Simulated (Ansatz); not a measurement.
C₃H₇BFN, SMILES CNB(C=C)F.

Geometry: ωB97X-D3(BJ)/def2-SVP. This is a generated structure with no PubChem entry under its InChIKey; it may be hypothetical. The values are those of a single conformer.

Two levels are set side by side: PBE/def2-SVPD (Ansatz, an electronic-structure program) and CAM-B3LYP/def2-SVPD (Ansatz). Energy differences of separate SCF runs at the same geometry; the states with an electron removed or added have multiplicity 2 and 2. Differences are taken from unrounded values.

| quantity | CAM-B3LYP | PBE | PBE minus CAM-B3LYP |
|---|---|---|---|
| vertical ionisation energy (eV) | 9.49 | 9.04 | -0.45 |
| vertical singlet–triplet gap (eV) | 4.00 | 3.95 | -0.05 |
